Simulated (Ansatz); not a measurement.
# Several solutions for doublet CrH

| atom | x (Å) | y (Å) | z (Å) |
| --- | --- | --- | --- |
| Cr | 0.0000 | 0.0000 | 0.0000 |
| H | 0.0000 | 0.0000 | 1.6600 |

Basis set: def2-SVP (spherical functions). Charge 0, multiplicity 2.

UHF was run from several starts with Ansatz (development build ahead of 0.2.0).

```csv
run,program,start,converged,energy (hartree),<S²>
A,Ansatz,search for the lowest state,yes,-1043.63096,2.76
B,Ansatz,"atomic start, no search",yes,-1043.58598,1.76
C,Ansatz,stability test followed,yes,-1043.63096,2.76
```

Which runs reached the lowest solution of this kind, and what is wrong with the others?

A, C reached the lowest solution found. Converged but too high: B by 1.22 eV. Convergence only shows a stationary point, and even a stable one can lie too high; stability tests and further starts are what find lower ones. Caution: another spin multiplicity may lie lower. Caution: the unrestricted determinant is a mixture of spin states.
